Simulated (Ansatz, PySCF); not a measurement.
Pair of molecules: PH3 (SMILES P) (first 4 atoms) with H4OSi (SMILES O[SiH3]); geometry from B3LYP-D3(BJ)/def2-TZVP.
(charge 0, multiplicity 1):
```xyz
10

P     -0.248     0.174    -0.366
H      0.820    -0.504    -0.999
H     -1.262    -0.592    -0.987
H     -0.297     1.228    -1.309
O     -0.211     0.737     3.041
Si     0.196    -0.595     3.918
H     -0.243     0.646     2.077
H     -0.753    -1.717     3.701
H      0.160    -0.189     5.338
H      1.556    -1.090     3.581
```

Monomers are frozen at their geometry in the pair; levels with a basis set take the counterpoise correction. Rows marked so take none.

Rows in STO-3G carry no dispersion term and start afresh at each structure.

Codes used: Ansatz (Gaussian basis) for Hartree–Fock, density functionals and correlated methods; PySCF for STO-3G rows, the dispersion terms. Each number belongs to the level named beside it.

### Question
One of these levels gives -2.14 kcal/mol for the interaction energy. Which?
A) B3LYP-D3(BJ)/def2-TZVPPD
B) BHLYP/def2-TZVPPD
C) HF/STO-3G (no counterpoise)
D) B97M-V/def2-TZVPPD

### Answer
C, HF/STO-3G (no counterpoise). The others give -3.53 (B97M-V/def2-TZVPPD), -4.25 (B3LYP-D3(BJ)/def2-TZVPPD), -2.80 (BHLYP/def2-TZVPPD)

Ansatz is a first-principles code.
